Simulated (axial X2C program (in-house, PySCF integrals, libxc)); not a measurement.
## SrS: from the spin-free to the two-component result

Computed with an axial X2C code built on PySCF integrals. Spin-free means the one-electron spin-free X2C Hamiltonian; two-component (2c) means X2C with spin–orbit coupling and atomic mean-field two-electron Coulomb and Gaunt terms, so the difference of the two also holds small scalar two-electron terms. Basis: Sr dyall-cv4z [13s14p9d7f5g], S dyall-av4z [10s9p4d3f2g] (cores contracted in-house); Gaussian nuclei, density fitting, unrestricted open shells. Masses: Sr 87.906 u, S 31.972 u.

Spin-free state: M_S = 0, Λ = 0 (closed shell); fragments Sr + S.

```csv
level,Re (Å),ωe (cm⁻¹),De (eV),μ (D)
PBE0,2.419,406.1,3.649,-10.87
HF,2.463,405.9,1.511,-13.71
MP2,2.436,391.6,3.600,n/a
CCSD,2.442,398.6,3.147,n/a
CCSD(T),2.451,385.5,3.394,n/a
PBE50,2.407,421.5,3.443,-11.90
PBE,2.435,388.9,3.925,-9.77
r2SCAN,2.427,401.8,4.028,-10.61
```

Correlated methods: 16 electrons correlated (number of frozen shells: Sr 3 s, 2 p, 1 d; S 2 s, 1 p), 432 virtual spin orbitals or spinors in MP2, 180 natural virtuals in coupled cluster.

Dipoles are positive if S is the positive end.

Two-component determinant lowest at the distance of the search:

Ω = 0 (closed shell); fragments Sr + S.

```
  level  Re (Å)  ωe (cm⁻¹)  De (eV)   μ (D)
   PBE0   2.418      406.1    3.654  -10.86
     HF   2.462      405.6    1.512  -13.69
    MP2   2.435      391.6    3.581     n/a
   CCSD   2.441      398.5    3.140     n/a
CCSD(T)   2.450      385.5    3.376     n/a
  PBE50   2.406      421.4    3.447  -11.89
    PBE   2.434      388.8    3.930   -9.76
 r2SCAN   2.426      401.7    4.034  -10.59
```

(1) From the two tables, how do the constants change at the CCSD(T) level (2c against spin-free)?

Occupations by symmetry block were frozen at the best pattern of an incomplete PBE0 search. Closed shells are restricted here (equal orbitals for both partners); the stretched side of such a curve lies too high. Dissociation energies refer to the lowest single-determinant-based atoms at the same level and basis. Coupled cluster ran in a truncated set of natural virtual spinors; the MP2 energy of the rest was added. (T) has no such correction and the atoms are truncated less, which lowers De at CCSD(T) by a hundredth of an eV or more. A 2c atom that is not at its ground J level misses part of its spin–orbit lowering, and De is too large by that part (0.04 eV or less for light atoms). This holds for PBE0, PBE50, PBE, r2SCAN. Without a current term, density functionals place determinants with orbital angular momentum somewhat too high. Some points did not converge and are left out. The stretched end of a curve changes character and is left out.

Results:

(1) At the CCSD(T) level Re decreases by 0.001 Å and ωe stays the same within 0.2 cm⁻¹; De changes by -0.018 eV.
